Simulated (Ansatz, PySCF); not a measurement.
Species: sum formula SiH₂I (charge 0, doublet). It need not be the lowest isomer of its formula. SMILES: [SiH2]I
Geometry: optimised at B3LYP-D3(BJ)/def2-TZVP (Ansatz, an electronic-structure program).

Quantity: atomisation energy (electronic, to ground-state atoms), in kJ/mol. Cores are frozen in the correlated levels unless marked. UHF or UKS for open shells. Spin-orbit coupling is left out. Frozen are the shells of the preceding noble gas and the d and f shells that filled before the atom's block. Past Kr the def2 sets carry scalar-relativistic core potentials. STO-3G rows are all-electron and non-relativistic. The coupled-cluster limit lacks core correlation, which all-electron functionals hold. CBS marks a two-point X^-3 extrapolation of the correlation energy; Hartree-Fock from the larger set. The bracket is a focal-point correction in the basis named.

```tsv
level	program	atomisation energy (kJ/mol)	minus last row
B3LYP/def2-TZVPD	Ansatz	888.9	-14.2
BHLYP/def2-TZVPD	Ansatz	878.0	-25.1
M06-2X/def2-TZVPD	PySCF	881.2	-21.9
MN15/def2-TZVPD	PySCF	897.4	-5.7
HSE06-D4/def2-TZVPD	Ansatz + dftd4	902.7	-0.4
LC-wPBE-D4/def2-TZVPD	Ansatz + dftd4	892.8	-10.3
MP2/STO-3G	Ansatz	1048.8	145.7
RI-MP2/def2-TZVPP	Ansatz	866.5	-36.6
RI-MP2/CBS(def2-TZVPPD,def2-QZVPPD)+[CCSD(T)-MP2]/def2-TZVPPD	Ansatz	901.1	-2.0
CCSD(T)/CBS(def2-TZVPP,def2-QZVPP)	Ansatz	903.1	0.0
```
